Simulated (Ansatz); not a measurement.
`C[SiH2]C1N=CO1` → `C1=NCO1` + `C[SiH]` at 500 K and 1 bar (silylene formation by 1,1-elimination).

Gas-phase electronic energies from Ansatz, PBE0-D4/def2-TZVP geometries. CCSD(T)/CBS adds triple-zeta CCSD(T) − MP2 to the extrapolated MP2 energy (def2 sets, frozen cores). This one scheme is used for every species. One conformer a species, not always the lowest.

```tsv
species	CCSD(T)/CBS energy (Eh)	H − E (kJ/mol)	S (J/(mol·K))
`C[SiH2]C1N=CO1`	-537.26678	301.9	424.1
`C1=NCO1`	-207.71182	161.4	293.1
`C[SiH]`	-329.46712	135.7	295.1
```

H − E and S are ideal-gas, rigid-rotor, harmonic terms from PBE0-D4/def2-TZVP, for one conformer and one mirror image of each species. 1 Eh = 2625.50 kJ/mol, R = 8.31446 J/(mol·K).

Q: By hand: ΔE, ΔH, ΔS and ΔG.

A: ΔE = (-207.71182) + (-329.46712) − (-537.26678) = 0.08784 Eh = 230.6 kJ/mol. Δ(H − E) = 161.4 + 135.7 − 301.9 = -4.8, so ΔH = 225.8 kJ/mol. ΔS = 293.1 + 295.1 − 424.1 = 164.1 J/(mol·K). ΔG = 225.8 − 500 × (164.1)/1000 = 143.8 kJ/mol.

Q: By hand: the equilibrium constant, and the temperature at which ΔG would vanish if ΔH and ΔS stayed fixed.

A: log₁₀ K = −ΔG/(RT ln 10) = -15.0. ΔG = 0 at ΔH/ΔS = 1376 K.

The number of gas molecules changes by +1, which sets the sign of ΔS. A doubt of 5 kJ/mol in ΔE shifts log₁₀ K by 0.5 here. Other conformers and mirror images would add mixing entropy, several J/(mol·K) or more a flexible species. These are equilibria of isolated gas molecules and say nothing of rates. Largest T1 diagnostic: 0.015 (customary marks: 0.02 for closed shells, 0.045 for open ones).
